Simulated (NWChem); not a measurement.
System: C4H7N; SMILES CCCC#N

Input file for NWChem:

```
start job
memory heap 200 mb stack 900 mb global 1100 mb
geometry units angstroms noautosym nocenter noautoz
  C     -0.000977     2.299025     0.000000
  C     -0.530494     0.866231     0.000000
  C      0.609487    -0.172359     0.000000
  C      0.137369    -1.556420     0.000000
  N     -0.266179    -2.656031     0.000000
  H     -0.831427     3.032166     0.000000
  H      0.624026     2.500725     0.894604
  H      0.624026     2.500725    -0.894604
  H     -1.174766     0.691741    -0.887067
  H     -1.174766     0.691741     0.887067
  H      1.262473    -0.026507     0.888292
  H      1.262473    -0.026507    -0.888292
end
basis spherical
  C library 6-31g*
  N library 6-31g*
  H library 6-31g*
end
dft
  xc hfexch
  iterations 150
end
property
  efieldgrad
end
task dft property
```

Excerpt of the output:

```
             Northwest Computational Chemistry Package (NWChem) 7.3.0
             --------------------------------------------------------

                             Geometry "geometry" -> ""
                             -------------------------

 Output coordinates in angstroms (scale by  1.889725989 to convert to a.u.)

  No.       Tag          Charge          X              Y              Z
 ---- ---------------- ---------- -------------- -------------- --------------
    1 C                    6.0000    -0.00097700     2.29902500     0.00000000
    2 C                    6.0000    -0.53049400     0.86623100     0.00000000
    3 C                    6.0000     0.60948700    -0.17235900     0.00000000
    4 C                    6.0000     0.13736900    -1.55642000     0.00000000
    5 N                    7.0000    -0.26617900    -2.65603100     0.00000000
    6 H                    1.0000    -0.83142700     3.03216600     0.00000000
    7 H                    1.0000     0.62402600     2.50072500     0.89460400
    8 H                    1.0000     0.62402600     2.50072500    -0.89460400
    9 H                    1.0000    -1.17476600     0.69174100    -0.88706700
   10 H                    1.0000    -1.17476600     0.69174100     0.88706700
   11 H                    1.0000     1.26247300    -0.02650700     0.88829200
   12 H                    1.0000     1.26247300    -0.02650700    -0.88829200

 Effective nuclear repulsion energy (a.u.)     152.9916392922

  xc_inp: hfexch multiplicative factor not found.
                              NWChem Property Module
                              ----------------------

  itol2e modified to match energy
  convergence criterion.

                                 NWChem DFT Module
                                 -----------------

 Summary of "ao basis" -> "ao basis" (spherical)
 ------------------------------------------------------------------------------
       Tag                 Description            Shells   Functions and Types
 ---------------- ------------------------------  ------  ---------------------
 C                           6-31g*                  6       14   3s2p1d
 N                           6-31g*                  6       14   3s2p1d
 H                           6-31g*                  2        2   2s

  itol2e modified to match energy
  convergence criterion.

            General Information
            -------------------
          SCF calculation type: DFT
          Wavefunction type:  closed shell.
          No. of atoms     :    12
          No. of electrons :    38
           Alpha electrons :    19
            Beta electrons :    19
          Charge           :     0
          Spin multiplicity:     1
          Use of symmetry is: off; symmetry adaption is: off
          Maximum number of iterations: 150
          AO basis - number of functions:    84
                     number of shells:    44
          Convergence on energy requested:  1.00D-07
          Convergence on density requested:  1.00D-05
          Convergence on gradient requested:  5.00D-04

              XC Information
              --------------
                     Hartree-Fock (Exact) Exchange  1.000

      Superposition of Atomic Density Guess
      -------------------------------------

 Sum of atomic energies:        -208.42238261

      Non-variational initial energy
      ------------------------------

 Total energy =    -211.270645
 1-e energy   =    -582.229364
 2-e energy   =     217.967079
 HOMO         =      -0.373060
 LUMO         =       0.052825

   convergence    iter        energy       DeltaE   RMS-Dens  Diis-err
 ---------------- ----- ----------------- --------- --------- ---------
 d= 0,ls=0.0,diis     1   -209.8850714576 -3.63D+02  1.05D-02  6.68D-01
 d= 0,ls=0.0,diis     2   -209.9343857935 -4.93D-02  5.22D-03  5.04D-01
 d= 0,ls=0.0,diis     3   -209.9882884979 -5.39D-02  1.42D-03  9.09D-03
 d= 0,ls=0.0,diis     4   -209.9903586138 -2.07D-03  2.69D-04  2.79D-04
 d= 0,ls=0.0,diis     5   -209.9904195892 -6.10D-05  9.42D-05  4.26D-05
  Resetting Diis
 d= 0,ls=0.0,diis     6   -209.9904277516 -8.16D-06  2.80D-05  4.86D-06
 d= 0,ls=0.0,diis     7   -209.9904284769 -7.25D-07  6.08D-06  1.77D-07
 d= 0,ls=0.0,diis     8   -209.9904285015 -2.46D-08  2.09D-06  4.40D-08

         Total DFT energy =     -209.990428501542
      One electron energy =     -585.353678166450
           Coulomb energy =      252.111300884024
    Exchange-Corr. energy =      -29.739690511365
 Nuclear repulsion energy =      152.991639292248

 Numeric. integr. density =        0.000000000000

                       DFT Final Molecular Orbital Analysis
                       ------------------------------------

 Vector   17  Occ=2.000000D+00  E=-5.002455D-01
              MO Center= -2.6D-01,  1.2D+00,  8.2D-15, r^2= 3.0D+00
   Bfn.  Coefficient  Atom+Function         Bfn.  Coefficient  Atom+Function
  ----- ------------  ---------------      ----- ------------  ---------------
    19      0.314726   2 C  pz                5     -0.263349   1 C  pz
    23      0.213228   2 C  pz               77     -0.185597   9 H  s
    79      0.185597  10 H  s                 9     -0.169464   1 C  pz
    78     -0.168869   9 H  s                80      0.168869  10 H  s
    73     -0.160066   7 H  s                75      0.160066   8 H  s

 Vector   18  Occ=2.000000D+00  E=-4.462235D-01
              MO Center=  3.4D-02, -1.9D+00,  3.9D-14, r^2= 2.0D+00
   Bfn.  Coefficient  Atom+Function         Bfn.  Coefficient  Atom+Function
  ----- ------------  ---------------      ----- ------------  ---------------
    61      0.422958   5 N  pz               47      0.341286   4 C  pz
    65      0.278245   5 N  pz               51      0.241934   4 C  pz
    33     -0.159387   3 C  pz               37     -0.130176   3 C  pz
    81     -0.106378  11 H  s                83      0.106378  12 H  s
    82     -0.103905  11 H  s                84      0.103905  12 H  s

[...]

          -----------------------
          Electric field gradient
          -----------------------

 1 a.u. = 0.324123 10**(16) esu/cm**3  ( or statvolts/cm**2 ) = 0.97174 10**(22) v/m**2

 ------------------------------------------------------------
   Atom      X         Y         Z
 ------------------------------------------------------------
    1 C   -0.00185   4.34453   0.00000
 ------------------------------------------------------------

 Electric field gradient in molecular frame (a.u.)
         XX             YY             ZZ             XY             XZ             YZ
 ------------------------------------------------------------------------------------------
        0.008633      -0.020855       0.012222      -0.020790      -0.000000       0.000000

 Principal components (a.u.) and orientation
 of principal axis w.r.t. absolute frame                      Asymmetry parameter eta
 --------------------------------------------------------------------------------------
       -0.031599       0.019377       0.012222                       0.226433

        0.459094       0.888388       0.000000
        0.888388      -0.459094       0.000000
        0.000000       0.000000       1.000000

 ------------------------------------------------------------
   Atom      X         Y         Z
 ------------------------------------------------------------
    2 C   -1.00249   1.63694   0.00000
 ------------------------------------------------------------

 Electric field gradient in molecular frame (a.u.)
         XX             YY             ZZ             XY             XZ             YZ
 ------------------------------------------------------------------------------------------
       -0.033379      -0.030202       0.063581       0.071662       0.000000      -0.000000

 Principal components (a.u.) and orientation
 of principal axis w.r.t. absolute frame                      Asymmetry parameter eta
 --------------------------------------------------------------------------------------
       -0.103471       0.063581       0.039889                       0.228973

        0.714899       0.000000       0.699227
       -0.699227       0.000000       0.714899
        0.000000       1.000000       0.000000

 ------------------------------------------------------------
   Atom      X         Y         Z
 ------------------------------------------------------------
    3 C    1.15176  -0.32571   0.00000
 ------------------------------------------------------------

 Electric field gradient in molecular frame (a.u.)
         XX             YY             ZZ             XY             XZ             YZ
 ------------------------------------------------------------------------------------------
        0.059920      -0.152433       0.092513      -0.095150       0.000000       0.000000

 Principal components (a.u.) and orientation
 of principal axis w.r.t. absolute frame                      Asymmetry parameter eta
 --------------------------------------------------------------------------------------
       -0.188829       0.096316       0.092513                       0.020142

        0.357269       0.934001       0.000000
        0.934001      -0.357269       0.000000
        0.000000       0.000000       1.000000

 ------------------------------------------------------------
   Atom      X         Y         Z
 ------------------------------------------------------------
    4 C    0.25959  -2.94121   0.00000
 ------------------------------------------------------------

 Electric field gradient in molecular frame (a.u.)
         XX             YY             ZZ             XY             XZ             YZ
 ------------------------------------------------------------------------------------------
       -0.138365       0.355694      -0.217329       0.194490      -0.000000      -0.000000

 Principal components (a.u.) and orientation
 of principal axis w.r.t. absolute frame                      Asymmetry parameter eta
 --------------------------------------------------------------------------------------
        0.423069      -0.217329      -0.205740                       0.027394

        0.327333       0.000000       0.944909
        0.944909       0.000000      -0.327333
        0.000000       1.000000       0.000000

 ------------------------------------------------------------
   Atom      X         Y         Z
 ------------------------------------------------------------
    5 N   -0.50301  -5.01917   0.00000
 ------------------------------------------------------------

 Electric field gradient in molecular frame (a.u.)
         XX             YY             ZZ             XY             XZ             YZ
 ------------------------------------------------------------------------------------------
       -0.296009       0.701669      -0.405661       0.403814       0.000000      -0.000000

 Principal components (a.u.) and orientation
 of principal axis w.r.t. absolute frame                      Asymmetry parameter eta
 --------------------------------------------------------------------------------------
        0.844630      -0.438969      -0.405661                       0.039436

        0.333728       0.942669       0.000000
        0.942669      -0.333728       0.000000
        0.000000       0.000000       1.000000

 ------------------------------------------------------------
   Atom      X         Y         Z
 ------------------------------------------------------------
    6 H   -1.57117   5.72996   0.00000
 ------------------------------------------------------------

 Electric field gradient in molecular frame (a.u.)
         XX             YY             ZZ             XY             XZ             YZ
 ------------------------------------------------------------------------------------------
       -0.097362      -0.045456       0.142818       0.203449       0.000000      -0.000000

 Principal components (a.u.) and orientation
 of principal axis w.r.t. absolute frame                      Asymmetry parameter eta
 --------------------------------------------------------------------------------------
       -0.276507       0.142818       0.133689                       0.033016

        0.750514       0.000000       0.660855
       -0.660855       0.000000       0.750514
        0.000000       1.000000       0.000000

 ------------------------------------------------------------
   Atom      X         Y         Z
 ------------------------------------------------------------
    7 H    1.17924   4.72569   1.69056
 ------------------------------------------------------------

 Electric field gradient in molecular frame (a.u.)
         XX             YY             ZZ             XY             XZ             YZ
 ------------------------------------------------------------------------------------------
        0.010135       0.119023      -0.129157      -0.042322      -0.188527      -0.057092

 Principal components (a.u.) and orientation
 of principal axis w.r.t. absolute frame                      Asymmetry parameter eta
 --------------------------------------------------------------------------------------
       -0.273352       0.141892       0.131460                       0.038166

        0.563200       0.823720       0.065506
        0.178153      -0.198452       0.963783
        0.806888      -0.531133      -0.258516

 ------------------------------------------------------------
   Atom      X         Y         Z
 ------------------------------------------------------------
    8 H    1.17924   4.72569  -1.69056
 ------------------------------------------------------------

 Electric field gradient in molecular frame (a.u.)
         XX             YY             ZZ             XY             XZ             YZ
 ------------------------------------------------------------------------------------------
        0.010135       0.119023      -0.129157      -0.042322       0.188527       0.057092

 Principal components (a.u.) and orientation
 of principal axis w.r.t. absolute frame                      Asymmetry parameter eta
 --------------------------------------------------------------------------------------
       -0.273352       0.141892       0.131460                       0.038166

       -0.563200       0.823720       0.065506
       -0.178153      -0.198452       0.963783
        0.806888       0.531133       0.258516

 ------------------------------------------------------------
   Atom      X         Y         Z
 ------------------------------------------------------------
    9 H   -2.21999   1.30720  -1.67631
 ------------------------------------------------------------

 Electric field gradient in molecular frame (a.u.)
         XX             YY             ZZ             XY             XZ             YZ
 ------------------------------------------------------------------------------------------
        0.001731       0.119509      -0.121240      -0.031672      -0.187459      -0.051006

 Principal components (a.u.) and orientation
 of principal axis w.r.t. absolute frame                      Asymmetry parameter eta
 --------------------------------------------------------------------------------------
       -0.266336       0.139241       0.127095                       0.045604

        0.578403       0.717800      -0.387574
        0.153392       0.370936       0.915903
        0.801200      -0.589211       0.104445

[...]
```

Level: Hartree-Fock/6-31G* (spherical d). Coordinates come from a PBE-D3(BJ)/def2-SVP optimisation. NWChem prints the field gradient with the sign opposite to the second derivative of the potential.
